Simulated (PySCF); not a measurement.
# Zn (zinc, neutral) across methods

[Ar] 3d10 4s1 4p1, 4s spin antiparallel (an excited configuration). All numbers are calculated (PySCF 2.14, scalar relativity through the core potential, in aug-cc-pVTZ-PP with one added diffuse shell each of s, p, d, f, g type with ECP10MDF (7s7p6d4f3g, 113 functions)).

| method | E (hartree) | mean ε 3d α (eV) | mean ε 4s β (eV) | mean ε 4p α (eV) | Σ⟨r²⟩ (bohr²) | ⟨S²⟩ |
| --- | --- | --- | --- | --- | --- | --- |
| UHF | -225.81195 | -23.469 | -10.376 | -3.746 | 48.02 | 1.000 |
| LC-wPBE | -226.9658 | -17.775 | -10.846 | -4.438 | 42.33 | 1.000 |
| LDA | -226.5536 | -12.677 | -7.833 | -2.329 | 41.77 | 1.000 |
| M06 | -227.0029 | -15.475 | -8.690 | -2.740 | 41.39 | 1.000 |
| PBE0 | -226.8903 | -15.304 | -8.370 | -2.853 | 42.74 | 1.000 |
| PBE | -226.9483 | -12.429 | -7.562 | -2.347 | 42.31 | 1.000 |
| r2SCAN | -226.8286 | -12.599 | -7.958 | -2.465 | 41.91 | 1.001 |

Estimate the same row for wB97X-V.

E (hartree) = -226.8856; mean ε 3d α (eV) = -17.749; mean ε 4s β (eV) = -10.427; mean ε 4p α (eV) = -4.201; Σ⟨r²⟩ (bohr²) = 42.61; ⟨S²⟩ = 1.000.

Energies and moments cover only the electrons outside the core potential. With the s spin flipped the determinant is a mixture of two multiplicities, not a spectroscopic state.
